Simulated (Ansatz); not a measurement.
Input for Ansatz (a quantum-chemistry and plane-wave program): U-wB97X-V/def2-TZVPP on AlH2I (SMILES [AlH2][I]), a point of a bond scan (R = 2.120 Å). Elements past Kr take the def2 small-core potentials; no spin–orbit coupling.

Ansatz 0.2 input:
```yaml
crystal:
  periodic: [false, false, false]
  atoms:
    - {symbol: Al, position_ang: [-1.02948799, -1.59301317, 0.26750098]}
    - {symbol: H, position_ang: [-0.34077212, -2.98460413, 1.71158100]}
    - {symbol: H, position_ang: [-2.32698290, -1.78051460, -0.59760769]}
    - {symbol: I, position_ang: [0.30621990, 0.47383976, -0.07956783]}
basis:
  gaussian:
    orbitals: def2-TZVPP
hamiltonian:
  xc: {name: wB97X-V}
magnetization: {spin_polarized: true, initial_magnetization: 0}
```

The head of its log:

```
WARN ansatz: RAYON_NUM_THREADS=1 ignored (pool sized by the plan → 1); use --threads N
Functional definition: wB97X-V
integrals: 0.06 GiB planned
795 factors; their error is unknown
integrals: 0.09 GiB planned
177 factors; integrals over basis functions are off by at most 7.0e-5 eV
mean field: 0.69 GiB planned
mean field evaluation 1: about -14728.5720 eV, gradient 7.8e0 eV
mean field evaluation 2: about -14729.0133 eV, gradient 5.4e0 eV
```

Problem. What total energy does the run end on?

Solution. -541.2928 hartree.
